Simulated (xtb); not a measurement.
AlCl3 (SMILES [Cl][Al]([Cl])[Cl]), singlet, geometry from GFN2-xTB (such geometries of metal compounds can be far from the true shape); GFN0-xTB with ALPB(dmf) in xtb.

The xtb input:
```
$ xtb mol.xyz --gfn 0 --alpb dmf --json

# file mol.xyz
4

Al     0.00007163    -0.00003268    -0.01168397
Cl     0.01172470     2.02980854    -0.00262734
Cl     1.75194248    -1.02503148     0.01658624
Cl    -1.76372195    -1.00475207    -0.00502410
```

### Question
Predict the main parts of the log of this xtb run.

### Answer

```
   ID    Z sym.   atoms
    1   13 Al     1
    2   17 Cl     2-4

           -------------------------------------------------
          |                Calculation Setup                |
           -------------------------------------------------

           -------------------------------------------------
          |                 G F N 0 - x T B                 |
           -------------------------------------------------

      * Solvation model:               ALPB
        Solvent                        dmf
        Parameter file                 internal GFN-FF/ALPB
        Dielectric constant                3.7000E+01
        Reference state                gsolv [1 M gas/solution]
        Free energy shift                  5.2364E-03 Eh       3.2859E+00 kcal/mol
        Temperature                        2.9815E+02 K
        Density                            9.5000E-01 kg/L
        Solvent mass                       7.3100E+01 g/mol
        Interaction kernel             P16
        Born radius scaling (c1)           2.0907E+00
        Born radii integrator          GBOBC
        Born offset                        0.0000E+00 a0       0.0000E+00 AA
        H-bond correction              true
        Ion screening                  false
        Surface tension                    1.0000E-05 Eh       1.5569E+01 dyn/cm
        Grid points                               230 per atom

          ...................................................
          :                      SETUP                      :
          :.................................................:
          :  # basis functions                  40          :
          :  # atomic orbitals                  36          :
          :  # shells                           12          :
          :  # electrons                        24          :
          :  electronic temp.          300.0000000     K    :
          :  accuracy                    1.0000000          :
          :  -> integral cutoff          0.2500000E+02      :
          :  -> integral neglect         0.1000000E-07      :
          ...................................................

         :::::::::::::::::::::::::::::::::::::::::::::::::::::
         ::                     SUMMARY                     ::
         :::::::::::::::::::::::::::::::::::::::::::::::::::::
         :: total energy             -14.289940473985 Eh    ::
         :: total w/o Gsasa/hb       -14.282457146873 Eh    ::
         :: gradient norm              0.024470564079 Eh/a0 ::
         :: HOMO-LUMO gap              5.821928928268 eV    ::
         ::.................................................::
         :: H0 energy                -14.255359937892 Eh    ::
         :: repulsion energy           0.034468758603 Eh    ::
         :: electrostat energy        -0.067797258073 Eh    ::
         :: -> Gsolv                   0.000000000000 Eh    ::
         ::    -> Gsasa               -0.012719745453 Eh    ::
         ::    -> Gshift               0.005236418341 Eh    ::
         :: dispersion energy         -0.001252036624 Eh    ::
         :: short-range corr.          0.000000000000 Eh    ::
         :: add. restraining           0.000000000000 Eh    ::
         :: total charge              -0.000000000000 e     ::
         :::::::::::::::::::::::::::::::::::::::::::::::::::::

           -------------------------------------------------
          |                Property Printout                |
           -------------------------------------------------

    * Orbital Energies and Occupations

         #    Occupation            Energy/Eh            Energy/eV
      -------------------------------------------------------------
         1        2.0000           -0.9780281             -26.6135
         2        2.0000           -0.9780281             -26.6135
         3        2.0000           -0.9770942             -26.5881
         4        2.0000           -0.4984113             -13.5625
         5        2.0000           -0.4770833             -12.9821
         6        2.0000           -0.4770833             -12.9821
         7        2.0000           -0.4765526             -12.9677
         8        2.0000           -0.4571445             -12.4395
         9        2.0000           -0.4571445             -12.4395
        10        2.0000           -0.4510389             -12.2734
        11        2.0000           -0.4510389             -12.2734
        12        2.0000           -0.4490323             -12.2188 (HOMO)
        13                         -0.2350803              -6.3969 (LUMO)
        14                         -0.1290579              -3.5118
        15                         -0.0876997              -2.3864
        16                         -0.0876997              -2.3864
        17                         -0.0847397              -2.3059
        18                         -0.0847397              -2.3059
        19                         -0.0727639              -1.9800
        20                         -0.0655712              -1.7843
        21                         -0.0655712              -1.7843
        22                         -0.0647238              -1.7612
        23                         -0.0647238              -1.7612
       ...                                ...                  ...
        36                          1.4141077              38.4798
      -------------------------------------------------------------
                  HL-Gap            0.2139520 Eh            5.8219 eV
             Fermi-level            0.0000000 Eh            0.0000 eV

     #   Z          covCN         q      C6AA      α(0)
     1  13 Al       2.307     0.400   152.755    25.273
     2  17 Cl       0.769    -0.133   101.202    15.376
     3  17 Cl       0.769    -0.133   101.202    15.376
     4  17 Cl       0.769    -0.133   101.202    15.376

 Mol. C6AA /au·bohr⁶  :       1780.809753
 Mol. C8AA /au·bohr⁸  :      97998.190663
 Mol. α(0) /au        :         71.402284

Wiberg/Mayer (AO) data.
largest (>0.10) Wiberg bond orders for each atom

 ---------------------------------------------------------------------------
     #   Z sym  total        # sym  WBO       # sym  WBO       # sym  WBO
 ---------------------------------------------------------------------------
     1  13 Al   2.776 --     2 Cl   0.925     4 Cl   0.925     3 Cl   0.925
     2  17 Cl   1.000 --     1 Al   0.925
     3  17 Cl   1.000 --     1 Al   0.925
     4  17 Cl   1.000 --     1 Al   0.925
 ---------------------------------------------------------------------------

Topologies differ in total number of bonds
Writing topology from bond orders to xtbtopo.mol

 dipole moment from electron density (au)
     X       Y       Z
   0.0003  -0.0001  -0.0420  total (Debye):    0.107

           -------------------------------------------------
          | TOTAL ENERGY              -14.289940473985 Eh   |
          | GRADIENT NORM               0.024470564079 Eh/α |
          | HOMO-LUMO GAP               5.821928928268 eV   |
           -------------------------------------------------

normal termination of xtb
```
